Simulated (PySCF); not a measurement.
## TDDFT excited states: C4H2FN3

Species: C₄H₂FN₃.
SMILES: `C#Cc1n[nH]nc1F`

The calculation used TDDFT wB97X-D/def2-SVPD, vertical, gas phase, core orbitals frozen in the response (PySCF). Isolated species at its GFN2-xTB geometry, gas phase.

```csv
state,E (eV),ν̃ (cm⁻¹),f,symmetry,"main configurations (H = HOMO, L = LUMO)"
S1,5.79,46690,0.244,A′,"H→L (86%), H-1→L+2 (9%)"
S2,5.94,47930,0.0003,–,"H-1→L (77%), H-1→L+1 (12%)"
S3,6.26,50480,0.0002,–,"H→L+2 (72%), H-3→L (11%)"
S4,6.36,51290,0.0006,–,"H-3→L (79%), H→L+2 (8%)"
S5,6.56,52910,0.0081,A′,"H→L+1 (48%), H-2→L (34%), H-1→L+2 (10%)"
S6,7.42,59840,0.0091,A″,"H-5→L (42%), H-1→L+1 (36%)"
S7,7.50,60460,0.130,A′,"H-2→L (61%), H→L+1 (28%)"
S8,7.59,61200,0.0061,A″,H→L+3 (86%)
```

Triplets (Tamm–Dancoff): T1 4.19 eV, H→L (87%); T2 4.95 eV, H-2→L (57%), H-2→L+1 (19%), H→L+1 (16%); T3 5.51 eV, H-3→L (80%).

The lowest singlet comes at 214 nm (558 kJ/mol) in the ultraviolet; it is strong; its leading configuration is HOMO→LUMO (86%). The lowest level is also the most intense of those listed (f = 0.244). Löwdin shares by element: HOMO carbon 58% or more, nitrogen 16% or more (atoms not listed hold the other 26%); LUMO nitrogen 46% or more, carbon 27% or more (atoms not listed hold the other 27%). Of the 8 states listed, 2 reach f = 0.01 and 2 stay under 0.0005. Weighted by f, the mean energy of these states is 6.43 eV. The oscillator strengths of these states sum to 0.399; summed over the whole spectrum of an exact calculation they would give the number of electrons, 56 (Thomas–Reiche–Kuhn). Symmetry labels in Cs follow from the direction of the transition dipole and are given only for states with f of 0.002 or more. The window holds the lowest 8 singlets.
